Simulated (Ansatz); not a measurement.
CH₇BSSi, relaxed with RKS PBE-D4/def2-SVP in the Gaussian-basis code of Ansatz from a rough embedded geometry. The force threshold is 0.03 eV/Å; the program also tests the step.

Charge 0, multiplicity 1. The bonds changed during the relaxation, so this is another structure than the one it started from.

Start:

```xyz
11

B     1.387   -0.678    0.859
C     0.020   -0.074    1.232
S    -1.238   -0.825    0.196
Si   -1.045    0.428   -1.553
H     1.919   -0.518   -0.205
H     2.072   -1.277    1.708
H    -0.225   -0.329    2.276
H     0.025    0.995    1.088
H     0.333    0.311   -2.016
H    -1.255    1.852   -1.063
H    -1.993    0.116   -2.523
```

Q: How much energy does the relaxation release, and in how many steps? (An estimate is asked.)

A: The calculation gave: 16.92 kcal/mol, in 25 steps, 5 of them rejected.

Q: Which bonds change most? (Estimate.)

A: The calculation gave: B1–S3 from 2.712 to 2.100 Å; Si4–H11 from 1.392 to 1.500 Å; C2–S3 from 1.795 to 1.884 Å; Si4–H9 from 1.459 to 1.499 Å.

Q: Give the relaxed structure. (Best estimate.)

A: Computed: 
```xyz
11

B     1.189   -0.877    0.732
C     0.266    0.208    1.392
S    -0.866   -0.829    0.300
Si   -0.972    0.460   -1.462
H     1.840   -0.598   -0.258
H     1.388   -1.919    1.329
H    -0.093    0.103    2.431
H     0.282    1.264    1.062
H     0.390    1.011   -1.761
H    -1.941    1.576   -1.188
H    -1.484   -0.402   -2.578
```
